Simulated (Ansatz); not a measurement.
`C[NH][Al]([CH3])[F]` + H₂S → `[CH3][Al]([F])[SH]` + CH₃NH₂ at 500 K and 1 bar (ligand exchange at the Al–N bond).

Computed with Ansatz on PBE0-D4/def2-TZVP structures; ΔE is electronic, products minus reactants. CCSD(T)/CBS adds triple-zeta CCSD(T) − MP2 to the extrapolated MP2 energy (def2 sets, frozen cores). This one scheme is used for every species. One conformer a species, not always the lowest.

```json
{"species": "`C[NH][Al]([CH3])[F]`", "CCSD(T)/CBS energy (Eh)": "-476.95256", "H − E (kJ/mol)": "294.7", "S (J/(mol·K))": "437.3"}
{"species": "H₂S", "CCSD(T)/CBS energy (Eh)": "-398.97279", "H − E (kJ/mol)": "57.0", "S (J/(mol·K))": "224.0"}
{"species": "`[CH3][Al]([F])[SH]`", "CCSD(T)/CBS energy (Eh)": "-780.18144", "H − E (kJ/mol)": "167.7", "S (J/(mol·K))": "403.4"}
{"species": "CH₃NH₂", "CCSD(T)/CBS energy (Eh)": "-95.75281", "H − E (kJ/mol)": "191.8", "S (J/(mol·K))": "270.3"}
```

H − E and S are ideal-gas, rigid-rotor, harmonic terms from PBE0-D4/def2-TZVP, for one conformer and one mirror image of each species. 1 Eh = 2625.50 kJ/mol, R = 8.31446 J/(mol·K).

Q: By hand: ΔE, ΔH, ΔS and ΔG.

A: ΔE = (-780.18144) + (-95.75281) − (-476.95256) − (-398.97279) = -0.00890 Eh = -23.4 kJ/mol. Δ(H − E) = 167.7 + 191.8 − 294.7 − 57.0 = 7.8, so ΔH = -15.6 kJ/mol. ΔS = 403.4 + 270.3 − 437.3 − 224.0 = 12.4 J/(mol·K). ΔG = -15.6 − 500 × (12.4)/1000 = -21.8 kJ/mol.

Q: By hand: the equilibrium constant, and the temperature at which ΔG would vanish if ΔH and ΔS stayed fixed.

A: log₁₀ K = −ΔG/(RT ln 10) = 2.3. ΔH and −TΔS have one sign here, so there is no such temperature.

TΔS isn't small against ΔH here. A doubt of 5 kJ/mol in ΔE shifts log₁₀ K by 0.5 here. Other conformers and mirror images would add mixing entropy, several J/(mol·K) or more a flexible species. Modes under 60 cm⁻¹, often nearly free rotors, make the harmonic entropy too high. These are equilibria of isolated gas molecules and say nothing of rates. Largest T1 diagnostic: 0.011 (customary marks: 0.02 for closed shells, 0.045 for open ones).

ΔS is within the doubt of such terms, so its sign, and with it that verdict, could turn.
